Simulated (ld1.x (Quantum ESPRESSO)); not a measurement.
**Configuration tests for Br (TM semilocal)**

- Element: Br
- Generator: ld1.x (Quantum ESPRESSO) 7.5
- Type: norm-conserving Troullier–Martins (semilocal form)
- Functional: LDA (PZ)
- Relativity: scalar-relativistic
- Frozen core: [Ar] 3d10
- Valence charge: 7
- Reference configuration: 4s2 4p4.5 (charge +0.5)
- Partial waves: 4s (bound): rc 1.15 bohr; 4d channel at -0.05 Ry: rc 1.10 bohr; 4p (bound): rc 1.40 bohr
- Local potential: the p channel
- Core correction: none

Energies are relative to the spin-unpolarised reference configuration 4s2 4p4.5; without spin polarisation the order of configurations can differ from experiment. Spin-polarised rows fill each open shell by Hund’s rule, majority spin first.

Q: Give the all-electron excitation energy and the error of the potential for: 4s2 4p5; 4s2 4p4; 4s2 4p3; 4s2 4p2; 4s2 4p1; 4s2 4p5.3; 4s1 4p6; 4s2 4p4.5 (spin-polarised); 4s2 4p5 (spin-polarised).

A:

```json
{"valence configuration": "4s2 4p5", "charge": "0", "ΔE all-electron (eV)": "-5.150", "error AE − PS (meV)": "+1.8"}
{"valence configuration": "4s2 4p4", "charge": "+1", "ΔE all-electron (eV)": "7.559", "error AE − PS (meV)": "0.0"}
{"valence configuration": "4s2 4p3", "charge": "+2", "ΔE all-electron (eV)": "30.502", "error AE − PS (meV)": "+13"}
{"valence configuration": "4s2 4p2", "charge": "+3", "ΔE all-electron (eV)": "64.723", "error AE − PS (meV)": "+63"}
{"valence configuration": "4s2 4p1", "charge": "+4", "ΔE all-electron (eV)": "111.073", "error AE − PS (meV)": "+187"}
{"valence configuration": "4s2 4p5.3", "charge": "-0.3", "ΔE all-electron (eV)": "-7.157", "error AE − PS (meV)": "+3.3"}
{"valence configuration": "4s1 4p6", "charge": "0", "ΔE all-electron (eV)": "7.268", "error AE − PS (meV)": "+4.1"}
{"valence configuration": "4s2 4p4.5 (spin-polarised)", "charge": "+0.5", "ΔE all-electron (eV)": "-0.369", "error AE − PS (meV)": "+54"}
{"valence configuration": "4s2 4p5 (spin-polarised)", "charge": "0", "ΔE all-electron (eV)": "-5.301", "error AE − PS (meV)": "+23"}
```

Levels in the configuration 4s2 4p1:

| level | all-electron (eV) | pseudo (eV) |
| --- | --- | --- |
| 4s | -67.706 | -67.483 |
| 4p | -52.668 | -52.480 |
